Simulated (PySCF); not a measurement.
CH8OSi2, SMILES [SiH3]CO[SiH3].

The structure is a stationary point at B3LYP-D3(BJ)/def2-SVP. Other conformers were not sampled.

Calculation: PBE/def2-TZVP (PySCF).

The molecule is in vacuum.

Computed frontier levels, gap, dipole moment and polarisability:
```json
{
 "highest_occupied_level": "-6.28 eV",
 "lowest_empty_level": "-0.85 eV",
 "orbital_gap": "5.42 eV",
 "dipole_moment": "0.90 D",
 "quadrupole, principal values (traceless, Buckingham form, about the centre of nuclear charge)": "-2.30, -0.54, 2.84 D·Å",
 "mean_static_polarisability": "72.5 bohr³ (10.75 Å³)",
 "polarisability_principal_values": "63.6, 67.9, 86.1 bohr³"
}
```
